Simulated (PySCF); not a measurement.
NbSF2Cl, SMILES [F][Nb]([F])(=[S])[Cl], multiplicity 1.

The structure is a stationary point at B3LYP-D3(BJ)/def2-SVP. The multiplicity is an assumed one; other spin states were not compared. The def2 effective core potentials stand for the cores of Nb; spin–orbit coupling is left out.

All values below come from TDA-PBE/def2-SVPD (PySCF 2.14.0).

Vertical excitations. The molecule is in vacuum. State labels are in the subgroup Cs.

```csv
state,symmetry,energy (eV),λ (nm),f,main pairs
S1,A",3.51,353,0.000,"HOMO→LUMO 62 %, HOMO−1→LUMO+1 38 %"
S2,A",3.71,335,0.001,"HOMO−1→LUMO+1 61 %, HOMO→LUMO 38 %"
S3,A',3.74,331,0.004,"HOMO−1→LUMO 56 %, HOMO→LUMO+1 42 %"
S4,A',4.03,308,0.018,"HOMO→LUMO+1 38 %, HOMO−1→LUMO 27 %, HOMO→LUMO+2 22 %, HOMO−1→LUMO+4 8 %"
S5,A",4.48,277,0.000,"HOMO−2→LUMO 71 %, HOMO−1→LUMO+2 29 %"
S6,A',4.55,273,0.000,HOMO−2→LUMO+1 89 %
S7,A",4.62,269,0.000,"HOMO−1→LUMO+2 66 %, HOMO−2→LUMO 26 %"
S8,A',4.93,251,0.010,"HOMO→LUMO+2 55 %, HOMO−1→LUMO+4 23 %"
S9,A',5.08,244,0.004,HOMO→LUMO+3 88 %
S10,A",5.09,243,0.002,"HOMO→LUMO+4 71 %, HOMO−1→LUMO+3 20 %"
T1,A',3.05,407,0,"HOMO→LUMO+1 53 %, HOMO−1→LUMO 41 %"
T2,A',3.23,384,0,"HOMO−1→LUMO 56 %, HOMO→LUMO+1 42 %"
T3,A",3.24,383,0,"HOMO→LUMO 53 %, HOMO−1→LUMO+1 45 %"
T4,A",3.45,359,0,"HOMO−1→LUMO+1 54 %, HOMO→LUMO 46 %"
```
Triplets are in the Tamm–Dancoff approximation.
